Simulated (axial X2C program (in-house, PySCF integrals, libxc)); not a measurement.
**Nuclear properties of FHfF⁻**

Calculated with an axial X2C code built on PySCF integrals: two-component X2C with atomic mean-field Coulomb and Gaunt terms, Gaussian nuclei, basis F dyall-av3z, Hf dyall-v3z with contracted cores.

F–Hf–F held linear, with bonds 1.961 and 1.961 Å (near the PBE0 minimum at charge -1 of the determinant lowest at the starting distance; the state shown can have its own minimum elsewhere, held linear; other orders of the atoms were not compared).

Determinant lowest in the PBE0 search, Ω = 3/2 (⟨Sz⟩ = -0.50, ⟨Lz⟩ = 2.00 at PBE0), spin on the atoms F -0.01, Hf -0.47, F -0.01:

```csv
level,A∥/gI F (MHz),qzz F (a.u.),A∥/gI Hf (MHz),qzz Hf (a.u.)
PBE0,2.91,-0.07,352,-9.00
HF,5.15,-0.07,-293,-10.82
BHandHLYP,2.8,-0.08,318,-9.68
```

Determinant 0.31 eV from it at PBE0 and this distance, Ω = 5/2 (⟨Sz⟩ = 0.50, ⟨Lz⟩ = 2.00 at PBE0), spin on the atoms F 0.01, Hf 0.48, F 0.01:

```json
{"level": "PBE0", "A∥/gI F (MHz)": "-0.331", "qzz F (a.u.)": "-0.07", "A∥/gI Hf (MHz)": "347", "qzz Hf (a.u.)": "-9.33"}
{"level": "HF", "A∥/gI F (MHz)": "-3.33", "qzz F (a.u.)": "-0.06", "A∥/gI Hf (MHz)": "619", "qzz Hf (a.u.)": "-10.97"}
{"level": "BHandHLYP", "A∥/gI F (MHz)": "-0.91", "qzz F (a.u.)": "-0.08", "A∥/gI Hf (MHz)": "339", "qzz Hf (a.u.)": "-9.95"}
```

A∥ (defined per Ω) follows by multiplying with gI = μI/(I μN); qzz is the electric field gradient, eQq0 = 234.96 MHz × Q/barn × qzz. The operators were transformed with the bare-nucleus X2C matrices; with these basis sets, hyperfine constants and field gradients can be off by tens of per cent, and where levels differ in sign neither size nor sign is settled.

**Question.** With gI(19F) = 5.2577, Q(177Hf) = 3.365 barn (g factors from the IAEA table of nuclear moments by Stone; Q from Pyykkö, Mol. Phys. 2018), turn the PBE0 values of the first state into constants in MHz.

**Answer.** A∥(19F) = 2.91 × 5.2577 = 15.3 MHz; eQq0(177Hf) = 234.96 × (3.365) × (-9.00) = -7120 MHz.

The molecule was held linear; bending was not examined, so a bent shape may lie lower.

Each state is one determinant with collinear spin. Unrestricted Hartree–Fock can overshoot spin polarisation at the nuclei. For an anion, determinants above electron detachment, or with a positive highest level, are held by the basis set. The search compared states at one distance, so a state with another bond length can lie lower. PBE0 term energies can be off by some tenths of an eV.
